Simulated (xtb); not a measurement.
H4Sn, charge +1, doublet, geometry from GFN2-xTB (such geometries of metal compounds can be far from the true shape) (a state made from the parent by changing its charge; the spin is typed, not shown lowest); xtb 6.7.1 with GFN2-xTB.

xtb was given this input:
```
$ xtb mol.xyz --gfn 2 --chrg 1 --uhf 1 --etemp 10000 --json

# file mol.xyz
5

Sn    -0.00000000     0.00000000     0.00000000
H     -0.83556149     1.27089269    -0.83469882
H     -0.20930557    -1.21031996    -1.22530410
H     -0.18607163    -1.06230516     1.35902114
H      1.23093869     1.00173242     0.70098178
```

Output, abridged:

```
   ID    Z sym.   atoms
    1   50 Sn     1
    2    1 H      2-5

           -------------------------------------------------
          |                Calculation Setup                |
           -------------------------------------------------

           -------------------------------------------------
          |                 G F N 2 - x T B                 |
           -------------------------------------------------

          ...................................................
          :                      SETUP                      :
          :.................................................:
          :  # basis functions                  14          :
          :  # atomic orbitals                  13          :
          :  # shells                            7          :
          :  # electrons                         7          :
          :  max. iterations                   250          :
          :  Hamiltonian                  GFN2-xTB          :
          :  restarted?                      false          :
          :  GBSA solvation                  false          :
          :  PC potential                    false          :
          :  electronic temp.        10000.0000000     K    :
          :  accuracy                    1.0000000          :
          :  -> integral cutoff          0.2500000E+02      :
          :  -> integral neglect         0.1000000E-07      :
          :  -> SCF convergence          0.1000000E-05 Eh   :
          :  -> wf. convergence          0.1000000E-03 e    :
          :  Broyden damping             0.4000000          :
          :  net charge                          1          :
          :  unpaired electrons                  1          :
          ...................................................

 iter      E             dE          RMSdq      gap      omega  full diag
   1     -3.4000961 -0.340010E+01  0.175E+01    2.90       0.0  T
   2     -3.5799148 -0.179819E+00  0.737E+00    4.96       1.0  T
   3     -3.5857277 -0.581292E-02  0.590E+00    4.04       1.0  T
   4     -3.6060897 -0.203619E-01  0.682E-01    4.62       1.0  T
   5     -3.6060701  0.195461E-04  0.221E-01    4.62       1.0  T
   6     -3.6061030 -0.329302E-04  0.257E-02    4.60       1.7  T
   7     -3.6061033 -0.250800E-06  0.303E-02    4.60       1.5  T
   8     -3.6061033 -0.238814E-07  0.112E-03    4.60      40.1  T
   9     -3.6061033 -0.394551E-09  0.393E-05    4.60    1136.7  T
[...]
         :: total energy              -3.597420204123 Eh    ::
[...]
        12                          0.2484411               6.7604
        13                          0.2484411               6.7604
      -------------------------------------------------------------
                  HL-Gap            0.1689139 Eh            4.5964 eV
             Fermi-level           -0.6078831 Eh          -16.5413 eV

     #   Z          covCN         q      C6AA      α(0)
     1  50 Sn       3.668     0.209   324.193    32.851
     2   1 H        0.917     0.198     1.110     1.648
     3   1 H        0.917     0.198     1.110     1.648
     4   1 H        0.917     0.198     1.110     1.648
     5   1 H        0.917     0.198     1.110     1.648

 Mol. C6AA /au·bohr⁶  :        492.309927
 Mol. C8AA /au·bohr⁸  :      46761.086367
 Mol. α(0) /au        :         39.442953

Wiberg/Mayer (AO) data.
largest (>0.10) Wiberg bond orders for each atom

 ---------------------------------------------------------------------------
     #   Z sym  total        # sym  WBO       # sym  WBO       # sym  WBO
 ---------------------------------------------------------------------------
     1  50 Sn   2.075 --     2 H    0.519     5 H    0.519     4 H    0.519
                             3 H    0.519
     2   1 H    0.686 --     1 Sn   0.519
     3   1 H    0.686 --     1 Sn   0.519
     4   1 H    0.686 --     1 Sn   0.519
     5   1 H    0.686 --     1 Sn   0.519
 ---------------------------------------------------------------------------

Topologies differ in total number of bonds
Writing topology from bond orders to xtbtopo.mol

molecular dipole:
                 x           y           z       tot (Debye)
 q only:       -0.000      -0.000       0.000
   full:        0.000       0.000      -0.000       0.000
molecular quadrupole (traceless):
                xx          xy          yy          xz          yz          zz
 q only:       -1.825       0.659       1.270       1.658      -0.338       0.554
  q+dip:       -2.230       0.806       1.553       2.026      -0.414       0.678
   full:       -0.128       0.046       0.089       0.116      -0.024       0.039

           -------------------------------------------------
          | TOTAL ENERGY               -3.597420204123 Eh   |
          | GRADIENT NORM               0.017844538513 Eh/α |
          | HOMO-LUMO GAP               4.596380203570 eV   |
           -------------------------------------------------

normal termination of xtb
```
